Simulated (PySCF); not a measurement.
Species: Si(CF3)Cl3, CCl3F3Si.
Structure used (PBE0-D3(BJ)/def2-SVP), in Å, numbered top down from 1:
```
atom  x, y, z in Å
Si1   -0.0304    0.0478   -0.9120
C2     0.0727   -0.0806    1.0080
F3    -1.1483   -0.1429    1.5452
F4     0.6939    0.9830    1.5236
F5     0.7454   -1.1711    1.3835
Cl6    1.8650    0.0915   -1.6472
Cl7   -1.0276    1.7619   -1.3642
Cl8   -1.0326   -1.5753   -1.6206
```

Theory: PySCF 2.14.0, delta-SCF UKS SCAN, pcX-2 on the ionised atom, pcseg-1 elsewhere, spin-free X2C. Vertical ΔSCF values, vacuum level as zero.

Some binding energies are withheld.

| atom(s) | bonded to | level | binding energy (eV) |
| --- | --- | --- | --- |
| C2 | 3 F and Si | C 1s | 298.27 |
| F3/F4/F5 | C | F 1s | ? |
| Si1 | 3 Cl and C | Si 1s | ? |
| Si1 | 3 Cl and C | Si 2p3/2 | ? |
| Cl6/Cl7/Cl8 | Si | Cl 1s | 2829.72 |
| Cl6/Cl7/Cl8 | Si | Cl 2p3/2 | 207.12 |

(1) What is the F 1s binding energy of F3/F4/F5?

(2) Fill in Si 1s for Si1.

(3) What is the Si 2p3/2 binding energy of Si1?

(4) Which effective nuclear charge Zeff reproduces each element's mean 1s value in the hydrogen-like formula E = 13.606 eV × Zeff²?

Answers

(1) 694.43 eV (fluorine bonded to C).

(2) 1850.21 eV (silicon bonded to C and 3 Cl).

(3) 110.09 eV (silicon bonded to C and 3 Cl), with 2p1/2 at 110.72 eV.

(4) C (Z = 6): mean 298.3 eV, Zeff = 4.68, Z − Zeff = 1.32; F (Z = 9): mean 694.4 eV, Zeff = 7.14, Z − Zeff = 1.86; Si (Z = 14): mean 1850.2 eV, Zeff = 11.66, Z − Zeff = 2.34; Cl (Z = 17): mean 2829.7 eV, Zeff = 14.42, Z − Zeff = 2.58. Means run over the listed sites, weighted by atom count.

Atoms equivalent by their bonding share one computed value, that of the first of them. The 2p values aren't plain energy differences: one relaxed spin-free 2p hole is combined with a matrix within the shell (ground-state 2p orbital-energy differences and spin–orbit coupling). 2p3/2, the mean of its two sublevels, lies a third of the splitting below the shell's mean and 2p1/2 two thirds above it; the statistical areas are 2:1. 2p1/2 minus 2p3/2 (ligand field included): Si 0.63 eV, Cl 1.65 eV. Isolated species at its PBE0-D3(BJ)/def2-SVP geometry, gas phase.

The run took 35 s on one thread, Arm Neoverse V1 (aarch64), shared host, and the process peaked at 0.53 GiB of memory.
